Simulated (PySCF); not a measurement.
# Rhodium: a sound run and one with changed settings

Sound run: Rh²⁺ [Kr] 4d7, Rh³⁺ [Kr] 4d6. Calculation: PySCF 2.14, in def2-SVP with the def2 core potential (28 electrons) (5s3p2d1f, 31 functions); scalar relativity through the core potential. The sound run starts from symmetry-adapted Hartree-Fock orbitals and uses a fine grid where one is needed.

Changed run: basis STO-3G, all-electron and non-relativistic. This setting is unsound on purpose.

```json
{"species": "Rh²⁺", "method": "UHF", "sound run (hartree)": "-108.88738", "changed run (hartree)": "-4639.12579", "converged": "yes"}
{"species": "Rh²⁺", "method": "M06-2X", "sound run (hartree)": "-109.42187", "changed run (hartree)": "-4640.90431", "converged": "yes"}
{"species": "Rh²⁺", "method": "r2SCAN", "sound run (hartree)": "-109.54047", "changed run (hartree)": "-4640.95379", "converged": "yes"}
{"species": "Rh³⁺", "method": "UHF", "sound run (hartree)": "-107.78273", "changed run (hartree)": "-4638.24692", "converged": "yes"}
{"species": "Rh³⁺", "method": "M06-2X", "sound run (hartree)": "-108.24850", "changed run (hartree)": "-4639.96827", "converged": "yes"}
{"species": "Rh³⁺", "method": "r2SCAN", "sound run (hartree)": "-108.38441", "changed run (hartree)": "-4640.01983", "converged": "yes"}
```

Ionisation energy of Rh²⁺:

| method | sound run (eV) | changed run (eV) |
| --- | --- | --- |
| UHF | 30.059 | 23.915 |
| M06-2X | 31.929 | 25.471 |
| r2SCAN | 31.458 | 25.414 |

A minimal basis cannot let orbitals breathe on ionisation and holds almost no correlation. The Hamiltonian changed with the basis, so the totals do not compare.

For comparison, NIST gives 31.06 eV between the lowest levels.
